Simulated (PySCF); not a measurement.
Numbering as in the mapped SMILES `[CH:1]#[C:2][Si@:3]([F:4])([Cl:5])[C:6]#[C:7][CH3:8]`; H(Xn) means a hydrogen on atom n.

PySCF calculation with geometry from GFN2-xTB and σ from GIAO-PBE0/pcSseg-1; no solvent, equivalent nuclei averaged, a single conformation, no relativistic terms.

References, each an isolated molecule treated in the same way: ¹³C (σ = 186.93 ppm) vs TMS.

Q: Do the ¹³C shifts follow the atomic charges (in e)? Tabulate both.

A: 
| atoms | hybridisation | δ (ppm) | σ para (ppm) | Hirshfeld | IAO | Mulliken | ESP-fitted |
| --- | --- | --- | --- | --- | --- | --- | --- |
| C7 | sp | 112.4 | -198 | +0.00 | +0.05 | -0.07 | +0.25 |
| C1 | sp | 100.5 | -173 | -0.06 | -0.15 | -0.14 | -0.31 |
| C2 | sp | 87.0 | -161 | -0.16 | -0.36 | -0.20 | -0.10 |
| C6 | sp | 83.1 | -157 | -0.19 | -0.42 | -0.46 | -0.40 |
| C8 | sp3 | 5.5 | -70 | -0.09 | -0.44 | -0.16 | -0.55 |

Correlation coefficients of δ with charge over these carbons: Hirshfeld +0.20, IAO +0.70, Mulliken +0.07, ESP-fitted +0.73; with the paramagnetic shielding -1.00. Among the 4 sp carbons alone: Hirshfeld +1.00, IAO +1.00, Mulliken +0.85, ESP-fitted +0.75. With so few points, grouped by hybridisation, these coefficients are fragile. Charge is one influence among several: hybridisation and low-lying excitations act through the paramagnetic term.

Shifts are as computed. Against solution values, carbons near 30 ppm lie about +3 ppm off and those near 130 ppm about +5 ppm. Of 1309 compounds with measured shifts, 239 miss one by over three times the rms of a fit or turn the order of signals round; such compounds aren't used in these exercises.
